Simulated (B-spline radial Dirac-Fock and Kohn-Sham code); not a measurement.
Two-hole binding energies of Ga⁷⁺

System: gallium as Ga⁷⁺ in the configuration 1s2 2s2 2p6 3s2 3p6 3d6.

The run's input, task.json:

```json
{"items": [{
  "Z": 31,
  "q": 7,
  "cfg": [[1, 0, 2], [2, 0, 2], [2, 1, 6], [3, 0, 2], [3, 1, 6], [3, 2, 6]],
  "A": 69,
  "rrms": 3.9973,
  "do": ["binding", "quiet", "double"]
}]}
```

Command: `python xray_run.py task.json out`

Method: Dirac-Fock energy differences between relaxed states, corrected for Breit and QED terms. Computed with a B-spline atomic structure program. U is the two-hole binding energy less the two single-hole energies, the effective repulsion of the holes after relaxation. Each two-hole energy is an average over J within one jj subconfiguration.

```csv
holes,E(a) (eV),E(b) (eV),E(ab) (eV),U (eV)
1s⁻²,10541.6,10541.6,21544.6,461.5
1s⁻¹ 2p1/2⁻¹,10541.6,1319.9,11992.0,130.6
1s⁻¹ 3p1/2⁻¹,10541.6,263.9,10849.5,44.0
1s⁻¹ 3p3/2⁻¹,10541.6,259.8,10844.7,43.3
2s⁻²,1481.5,1481.5,3046.0,83.1
2s⁻¹ 2p3/2⁻¹,1481.5,1292.7,2850.5,76.3
2p1/2⁻¹ 2p3/2⁻¹,1319.9,1292.7,?,?
2s⁻¹ 3p3/2⁻¹,1481.5,259.8,1780.4,39.1
2p1/2⁻¹ 3s⁻¹,1319.9,319.3,1678.8,39.7
2p3/2⁻¹ 3s⁻¹,1292.7,319.3,1651.7,39.7
2p1/2⁻¹ 3p3/2⁻¹,1319.9,259.8,1619.7,40.0
2p3/2⁻¹ 3p1/2⁻¹,1292.7,263.9,1597.0,40.3
3p1/2⁻¹ 3p3/2⁻¹,263.9,259.8,555.6,31.9
3p3/2⁻²,259.8,259.8,552.1,32.4
```

Q: Give the missing two-hole energy and U.

A: E(ab) = 2703.5 eV and U = 90.9 eV.

Run: 26 s of CPU time on 1 thread of Neoverse-N1 (shared host), peak memory 0.37 GiB.
